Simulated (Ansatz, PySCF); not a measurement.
Pair of molecules: HCl (SMILES Cl) (first 2 atoms) with C2H2 (SMILES C#C); geometry from B3LYP-D3(BJ)/def2-TZVP, rigid monomers moved along the line of their centres of mass till H2···C4 is 4.27 Å.
(charge 0, multiplicity 1):
```xyz
6

Cl    -0.1177     0.5380    -0.4665
H     -0.1237     0.3436     0.8106
C     -0.5579    -0.7055     4.9243
C      0.2884     0.1326     5.0513
H     -1.3092    -1.4503     4.8158
H      1.0397     0.8761     5.1681
```

Monomers are frozen at their geometry in the pair; levels with a basis set take the counterpoise correction.

Frozen-core correlation.

Run with Ansatz (an electronic-structure program) with Gaussian orbitals; PySCF for the dispersion terms. Values without a source in brackets are computed.

What is the computed interaction energy (PBE-D4/def2-TZVPPD)?

-0.6 kcal/mol
